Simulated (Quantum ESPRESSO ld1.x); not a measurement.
Values are calculated unless marked as measured or tabulated.
Species: Re I. Configuration: [Xe] 4f14 5d5 6s2. Level of theory: non-relativistic Kohn-Sham, LDA (Slater exchange, Perdew-Wang correlation), spin-polarised, spherical densities, point nucleus; open shells are filled with parallel spins first; relativity is left out, which matters for an element this heavy (ld1.x of Quantum ESPRESSO 7.5).

Unscreened Slater integrals over Kohn-Sham orbitals (cm^-1). They are taken over the spin-up orbitals.

\begin{tabular}{lr}
integral & value \\ \hline
F0(6s,6s) & 59892 \\
F0(6s,5d) & 71934 \\
G2(6s,5d) & 15356 \\
F0(6s,5p) & 75621 \\
G1(6s,5p) & 4599.2 \\
F0(6s,4f) & 79489 \\
G3(6s,4f) & 1809.3 \\
F0(5d,5d) & 109260 \\
F2(5d,5d) & 55524 \\
F4(5d,5d) & 36285 \\
F0(5d,5p) & 126980 \\
F2(5d,5p) & 61613 \\
G1(5d,5p) & 74273 \\
G3(5d,5p) & 45588 \\
F0(5d,4f) & 143900 \\
F2(5d,4f) & 31045 \\
F4(5d,4f) & 14171 \\
G1(5d,4f) & 10601 \\
G3(5d,4f) & 9618.6 \\
G5(5d,4f) & 7591.4 \\
F0(5p,5p) & 157260 \\
F2(5p,5p) & 84691 \\
F0(5p,4f) & 194920 \\
F2(5p,4f) & 58118 \\
G2(5p,4f) & 22516 \\
G4(5p,4f) & 18807 \\
F0(4f,4f) & 357000 \\
F2(4f,4f) & 174510 \\
F4(4f,4f) & 110510 \\
F6(4f,4f) & 79798 \\
\end{tabular}

Derived for the open shells (J is the average intra-shell exchange parameter used in DFT+U). 5d: Racah B = F2/49 - 5 F4/441 = 721.8 cm^-1, C = 35 F4/441 = 2880 cm^-1, C/B = 3.99, F4/F2 = 0.653, J = (F2 + F4)/14 = 6558 cm^-1.
